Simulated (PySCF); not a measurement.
Distorted geometries of Yb(NH2)3

Yb(NH2)3 (singlet in the valence; each metal's 4f electrons, 13 of them, lie in its core potential, out of spins and levels). PySCF 2.14.0, RKS PBE, Yb lcecp-1-SVP with ECP59, N def2-SVP, H def2-SVP; non-relativistic Hamiltonian with scalar-relativistic core potentials where named; density fitting; no spin-orbit coupling. Relaxed geometry:

```xyz
10

Yb    0.0037    0.0027    0.0012
N     2.1303    0.0038    0.2303
H     2.7459   -0.8155    0.3286
H     2.7623    0.8165    0.2527
N    -1.0572    1.8470   -0.2159
H    -0.6713    2.8011   -0.2257
H    -2.0728    1.9680   -0.3323
N    -1.0689   -1.8475   -0.0149
H    -0.6875   -2.7973    0.0950
H    -2.0845   -1.9789   -0.1190
```

Task: Order these distorted geometries by energy above the relaxed one, lowest first.
A.
```xyz
10

Yb   -0.0241   -0.0137   -0.1424
N     2.2020    0.2595    0.2958
H     2.8219   -0.9751    0.2462
H     2.7597    0.7934    0.1957
N    -1.0175    1.8722    0.0702
H    -0.6617    2.7831   -0.2279
H    -2.1815    1.9708   -0.4386
N    -1.1264   -1.7624    0.0036
H    -0.6694   -2.8366    0.1747
H    -2.1030   -2.0912   -0.1773
```
B.
```xyz
10

Yb   -0.0264   -0.0471   -0.0523
N     2.1138    0.0539    0.2293
H     2.6778   -0.7909    0.2807
H     2.6761    1.0367    0.1294
N    -1.1277    1.7703   -0.1687
H    -0.6587    2.8255   -0.2657
H    -2.0350    1.8770   -0.2397
N    -1.0973   -1.8768    0.0230
H    -0.6706   -2.8534    0.1762
H    -1.8520   -1.9951   -0.1122
```
C.
```xyz
10

Yb    0.0682   -0.0279   -0.0429
N     2.0381    0.0357    0.2147
H     2.8335   -0.8548    0.4443
H     2.7132    0.9029    0.2714
N    -1.1154    1.7992   -0.2648
H    -0.6556    2.8312   -0.0819
H    -2.0536    2.0197   -0.3527
N    -1.0583   -1.9076   -0.0555
H    -0.6941   -2.8790    0.0370
H    -2.0760   -1.9195   -0.1696
```

Result: C (1.15 eV), B (3.41 eV), A (5.19 eV).

Task: Which forces (eV/Å) act in the one that lies 5.19 eV up?

Result: 
```
Yb    2.18   1.52   0.74
N   -17.93 -22.10   2.44
H    -2.03   4.72   0.21
H    18.41  16.91  -3.08
N    -4.49  -0.14  -2.46
H     0.29   0.47   0.16
H     4.06  -0.46   2.03
N     0.24  -4.95   0.24
H    -1.09   3.46  -0.45
H     0.36   0.56   0.16
```
Forces carry noise of the integration grid, about 0.01 to 0.03 eV/Å.

An lcecp potential fixes the number of 4f electrons, so in runs with it no electron can move into or out of that shell.
